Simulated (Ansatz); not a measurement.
Reaction (substitution at a C–O bond): `COCCC#N` + `[SH][SnH3]` → `C[S][SnH3]` + `N#CCCO`

Isolated molecules relaxed with PBE0-D4/def2-TZVP in Ansatz; ΔE leaves out vibrations. CCSD(T)/CBS adds triple-zeta CCSD(T) − MP2 to the extrapolated MP2 energy (def2 sets, frozen cores). DFT in def2-TZVPP. HSE06 is defined as in plane-wave codes. def2 core potentials past Kr. For Sn outer-core shells are correlated without core-valence functions, which leaves a few kJ/mol of doubt a bond. Each species was taken in one conformer, which may not be the lowest.

(1) Is it downhill or uphill in electronic energy at CCSD(T)/CBS, and by how much? (Best estimate.)

(2) What do these levels give: LDA (SPW92), revPBE-D4, BLYP-D4, PBE0-D4, r2SCANh-D4, ωB97X-V, HSE06, RPA@PBE/def2-TZVPP, MP2/def2-SVP, HF/def2-TZVPP, HF/CBS(def2), MP2/CBS(def2)? (Best estimate.)

(3) What do rigid-rotor, harmonic-oscillator terms from PBE0-D4/def2-TZVP frequencies (298.15 K, 1 bar) make of the CCSD(T)/CBS value? (Best estimate.)

Largest T1 diagnostic among the species: 0.012.

Answers

(1) The calculation gave: Downhill: ΔE = -23.7 kJ/mol.

(2) Computed: LDA (SPW92) -16.8, revPBE-D4 -25.0, BLYP-D4 -19.4, PBE0-D4 -22.6, r2SCANh-D4 -20.3, ωB97X-V -17.1, HSE06 -22.0, RPA@PBE/def2-TZVPP -14.0, MP2/def2-SVP -7.8, HF/def2-TZVPP -9.2, HF/CBS(def2) -9.1, MP2/CBS(def2) -29.3 kJ/mol.

(3) The calculation gave: ΔZPE = +4.7 kJ/mol, ΔH = -18.4 kJ/mol, ΔS = 6 J/(mol·K), ΔG = -20.2 kJ/mol.

At CCSD(T), def2-SVP lies +21.8 kJ/mol from the extrapolated value and def2-TZVPP +5.5 kJ/mol. Leaving LDA and LC-ωPBE aside and taking each functional with its dispersion term where it has one, the values, not all of them listed here, spread over 11.0 kJ/mol, from revPBE-D4 to CAM-B3LYP-D4. LDA lies +5.9 kJ/mol from PBE without D4. From BLYP to BHLYP (50 % exact exchange), in def2-TZVPP and without D4, ΔE moves by +3.2 kJ/mol.
